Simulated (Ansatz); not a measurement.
Basis-set extrapolation for C4H8Si, SMILES `CC#CC[SiH3]` (PBE0-D4/def2-TZVP geometry, frozen core, Ansatz). Multiplicity 1, RHF reference.

```json
{"": "HF", "def2-TZVPP": "-445.075656", "def2-QZVPP": "-445.091490"}
{"": "MP2 correlation", "def2-TZVPP": "-0.775728", "def2-QZVPP": "-0.825830"}
{"": "CCSD(T) correlation", "def2-TZVPP": "-0.861250", "def2-QZVPP": "not run"}
```

Energies in hartree. Use E(X) = E(∞) + A·exp(−7.88·√X) for Hartree–Fock and E(X) = E(∞) + B·X^(−2.97) for correlation, with X = 3 and 4, and add CCSD(T) minus MP2 of the smaller set to the MP2 limit.

Task: What is the CCSD(T) energy at the basis-set limit?

Result: HF limit: -445.091490 + (-0.015834) × 0.13774 = -445.09367. MP2 limit: -0.825830 + (-0.050102) × 0.74074 = -0.86294. Higher-order term: -0.861250 − (-0.775728) = -0.08552. Total: -446.04213 hartree, 276.3 kJ/mol below CCSD(T)/def2-TZVPP.
